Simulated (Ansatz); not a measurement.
Basis sets compared for the cluster Hg2Cl4⁺. Charge 1, multiplicity 2. Geometry PBE0-D4/def2-SVP. Ansatz on 4 threads of Arm Neoverse V1 on a shared host; times are rough, and most runs start from earlier orbitals.

```xyz
6

Hg   -0.855    1.027   -0.111
Hg    1.717   -2.142    0.020
Cl    3.223   -3.343    1.185
Cl   -2.699    2.599   -1.188
Cl   -1.497    2.740    1.358
Cl    0.111   -0.881   -1.264
```

In the def2 sets Hg takes a core potential; there is no spin–orbit coupling. Another isomer (doublet) lies 0.51 eV lower at PBE0-D4/def2-TZVP; other spin states weren't run for this one.

```
           level  functions  energy (Eh)  HOMO (eV)  LUMO (eV)  wall time
 PBE-D4/def2-SVP        136   -2146.2664     -11.33     -10.47      3.9 s
PBE0-D4/def2-SVP        136   -2146.3301     -12.86      -9.52        6 s
```

Q: Estimate the rows for PBE-D4/def2-TZVP (with forces), PBE0-D4/def2-TZVP.

A: 
```tsv
level	functions	energy (Eh)	HOMO (eV)	LUMO (eV)	wall time
PBE-D4/def2-TZVP (with forces)	234	-2146.9279	-11.49	-10.54	8 s
PBE0-D4/def2-TZVP	234	-2146.9856	-12.97	-9.55	15 s
```
